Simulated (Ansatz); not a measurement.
`N[SiH2][SiH](F)Br` and `F[SiH](Br)N[SiH3]` differ in one atom or group.

Ansatz, PBE0-D4/def2-TZVP geometries, multiplicity 1. Each molecule was computed in one conformer, which needn't be the lowest.

Scalar relativity is left out up to krypton.

| property | `N[SiH2][SiH](F)Br` |
| --- | --- |
| LUMO energy (B3LYP/def2-TZVPP) / eV | -0.93 |
| HOMO energy (PBE/def2-TZVPP) / eV | -6.19 |
| HOMO–LUMO gap (ωB97M-V/def2-TZVPP) / eV | 10.73 |
| HOMO–LUMO gap (B3LYP/def2-TZVPP) / eV | 6.40 |
| size of the dipole moment (PBE/def2-TZVPP) / D | 2.10 |
| LUMO energy (PBE0/def2-TZVPP) / eV | -0.75 |

Q: What does the change do to each property? (An estimate is asked.)

A: Ansatz gave: 
```csv
property,`F[SiH](Br)N[SiH3]`,shift
LUMO energy (B3LYP/def2-TZVPP) / eV,-0.28,0.65
HOMO energy (PBE/def2-TZVPP) / eV,-6.85,-0.66
HOMO–LUMO gap (ωB97M-V/def2-TZVPP) / eV,12.02,1.29
HOMO–LUMO gap (B3LYP/def2-TZVPP) / eV,7.68,1.28
size of the dipole moment (PBE/def2-TZVPP) / D,1.80,-0.30
LUMO energy (PBE0/def2-TZVPP) / eV,-0.06,0.69
```

With PBE0 the HOMO falls by 0.67 eV and the LUMO rises by 0.69 eV, so the gap widens by about 1.36 eV. PBE moves the HOMO by -0.66 eV and ωB97M-V by -0.74 eV. Dipoles are sizes alone; their direction can turn.

B3LYP here is the variant with VWN-RPA as its local correlation; programs differ in this.

Spin–orbit coupling is left out; it splits and shifts lone-pair levels of the heavy atoms by tenths of an eV.
